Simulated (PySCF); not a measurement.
H₃As. Atoms are numbered in the order given.

```xyz
4

As     0.0000     0.0000    -0.0707
H     -1.0973    -0.6335     0.7782
H      1.0973    -0.6335     0.7782
H      0.0000     1.2671     0.7782
```
Charge 0, spin multiplicity 1.

The structure is a stationary point at B3LYP-D3(BJ)/def2-TZVP.

Method: PBE/pcSseg-1 in PySCF.

GIAO shieldings, no solvent; atoms alike by connectivity are averaged. δ = σ(ref) − σ: ¹H against TMS (σ = 31.49 ppm), references at their B3LYP-D3(BJ)/def2-TZVP geometries, non-relativistic.

Question: Estimate the chemical shifts. (The exact figures need the calculation; the answer reports its results.)

Answer: 
| nucleus | atoms | count | δ (ppm) |
|---|---|---|---|
| ¹H | H2, H3, H4 | 3 | 2.55 |
